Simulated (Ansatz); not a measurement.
CH$_{4}$F$_{2}$Si, SMILES `C[SiH](F)F` at its PBE0-D4/def2-TZVP geometry, where that method's forces vanish. Charge 0, multiplicity 1.

```xyz
8

C    -0.5350    0.3759   -0.7413
Si    0.4196   -0.3235    0.6673
F     1.6278    0.6441    1.0339
F     1.0593   -1.7177    0.2464
H     0.1073    0.5113   -1.6146
H    -0.9594    1.3464   -0.4729
H    -1.3551   -0.2911   -1.0178
H    -0.3647   -0.5455    1.8992
```

(1) What forces (eV/Å) does ωB97M-V/def2-TZVPP give on these atoms in the Gaussian-basis code of Ansatz? (Estimate.)

## Answers

(1) Ansatz gave: 
```
C1  -0.015  0.011 -0.022
Si2 -0.273  0.022  0.132
F3   0.103  0.094  0.028
F4   0.051 -0.125 -0.045
H5  -0.048 -0.010  0.064
H6   0.030 -0.071 -0.023
H7   0.059  0.051  0.018
H8   0.092  0.029 -0.152
```
